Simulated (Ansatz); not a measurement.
`[CH]=C[SiH](O)O` radical, charge 0, multiplicity 2.

Q: Give a relaxed structure at PBE0-D4/def2-TZVP (Ansatz 0.2.0). (Best estimate.)

A: The calculation gave: 
Z-matrix (Å, degrees):
```
Si
C 1 1.861
O 1 1.643 2 104.8
O 1 1.642 2 111.3 3 -122.8
H 1 1.481 2 113.1 3 121.3
C 2 1.305 1 121.2 3 -3.2
H 2 1.092 1 118.4 3 176.3
H 3 0.958 1 117.2 2 173.0
H 4 0.959 1 117.2 2 51.2
H 6 1.082 2 135.7 1 -0.9
```
This is one stationary point; other conformers may exist.
